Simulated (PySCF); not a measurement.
GeH4O.

```xyz
6

Ge    -0.0035     0.3411     0.0000
O      0.1136    -1.4381     0.0000
H     -0.7521     0.8181     1.2596
H      1.4518     0.8160     0.0000
H     -0.7521     0.8181    -1.2596
H     -0.7458    -1.8642     0.0000
```

Coordinates come from a PBE0-D3(BJ)/def2-TZVP optimisation.

Method: HF/pcSseg-2 run with PySCF. Non-relativistic, no solvent.

Give the absolute GIAO shielding of each atom: isotropic value and principal components (ppm). (An estimate is asked for; the answer gives what the named calculation found.)


| atom | σ(iso) | σ11 | σ22 | σ33 | span |
|---|---|---|---|---|---|
| Ge1 | 1584.5 | 1505.2 | 1506.8 | 1741.3 | 236.1 |
| O2 | 357.0 | 308.0 | 350.9 | 412.0 | 104.0 |
| H3 | 27.1 | 21.1 | 22.7 | 37.4 | 16.3 |
| H4 | 27.2 | 21.2 | 22.8 | 37.5 | 16.3 |
| H5 | 27.1 | 21.1 | 22.7 | 37.4 | 16.3 |
| H6 | 31.9 | 21.7 | 26.3 | 47.8 | 26.1 |
